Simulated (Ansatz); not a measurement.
A run for Ansatz (an electronic-structure program): R-r2SCAN/def2-TZVPPD on CHClO (a complex). Files ending in .json are basis or fitting sets from the Basis Set Exchange.

Ansatz 0.2 input:
```yaml
crystal:
  periodic: [false, false, false]
  atoms:
    - {symbol: Cl, position_ang: [0.24016077, -0.09515925, -0.23457402]}
    - {symbol: H, position_ang: [0.16915649, -0.10686259, 1.05121223]}
    - {symbol: C, position_ang: [0.05494306, -0.13010187, 3.33487401]}
    - {symbol: O, position_ang: [-0.00422976, -0.13922859, 4.45593927]}
basis:
  gaussian:
    orbitals: def2-TZVPPD.json
hamiltonian:
  xc: {name: r2SCAN}
scf: {lower_state_search: off}
```

It printed:

```
WARN ansatz: RAYON_NUM_THREADS=1 ignored (pool sized by the plan → 1); use --threads N
Functional definition: r2SCAN
these checks for a lower state are left out or cut short: stability, starts, cluster_reference, orbital_swaps, neighbouring_geometries, increment
integrals: 0.05 GiB planned
741 factors; their error is unknown
mean field: 0.39 GiB planned
mean field evaluation 1: about -15619.6422 eV, gradient 3.7e1 eV
mean field evaluation 2: about -15612.2129 eV, gradient 7.5e1 eV
mean field evaluation 4: about -15621.7557 eV, gradient 1.3e0 eV
mean field evaluation 8: about -15621.7622 eV, gradient 4.4e-2 eV
mean field evaluation 16: about -15621.7524 eV, gradient 6.3e-6 eV
mean field -15621.75238431 eV, -574.0888113192 hartree, gradient 6.9e-6 eV, S^2 0.000000; 0 other end points of the search recorded, 0 dependent functions left out
reference -15621.75240587 eV, -574.0888121117 hartree; 16, 16 occupied and 129, 129 virtual orbitals, 741 factors
Total energy: -15621.75240587 eV, -574.0888121117 hartree
Checks for a lower state left out: stability, starts, cluster_reference, orbital_swaps, neighbouring_geometries, increment
```

Self-consistency was reached.

Cost: around 1.9 core-seconds (rough).
